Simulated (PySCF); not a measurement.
B(H)(OH)(OiPr), SMILES CC(C)OBO (C3H9BO2) at its GFN2-xTB optimised geometry (Å):

```
15

B      0.9161     1.0106     0.0000
H      0.3701     2.0539     0.0000
O      2.2606     1.0106     0.0000
H      2.6450     0.1324    -0.0001
O      0.2665    -0.1711    -0.0001
C     -1.1408    -0.3106    -0.0003
C     -1.5644    -1.0547     1.2653
C     -1.5622    -1.0681    -1.2588
H     -1.6029     0.6883    -0.0059
H     -1.1053    -2.0399     1.2855
H     -2.6450    -1.1645     1.2902
H     -1.2435    -0.5035     2.1458
H     -1.2387    -0.5268    -2.1445
H     -1.1040    -2.0539    -1.2671
H     -2.6429    -1.1770    -1.2850
```

Computed with PBE0/def2-TZVP (PySCF).

Map of the log10 of the electron density (e/bohr³), floored at −4 on the plane z = 0.6 Å:

```
|                             |
|                             |
|                             |
|                             |
|             .....           |
|            .:----:.         |
|           .:==++=-:::.      |
|          .:-+***+==---:.    |
|        .::-=+###*+++++=:.   |
|       :----=*#%%#*###*+-:   |
|      .-=++==+##%##%@@#*=:   |
|     .:=+***++*###%@@@%*=:   |
|     .-=*###**#%%#%%@@%*=:   |
|     :-+*#%%##%@%###%%#*=:   |
|    .-=+*%@%%%@@@#**##*+-:   |
|   .-=+*#%@@%%@@@#+++++=-.   |
|   :-+*#%@@@%#%%%*+===--.    |
|   :=+*#%@@@#**#*+=-:::.     |
|   :=+*##%%%#*++==-..        |
|   .-=+**###*+=--:.          |
|   .:-=++*##*+-:..           |
|    .:--=+**+=-.             |
|      .:-====-:              |
|       ..:--::.              |
|         ....                |
|                             |
|                             |
|                             |
|                             |
```
Scale: ten equal steps from -4.00 (start of ' ') to -0.575 (end of '@'), in the order ' .:-=+*#%@'; x runs from -5.00 to 5.00, y from -5.00 (bottom) to 5.00 (top).
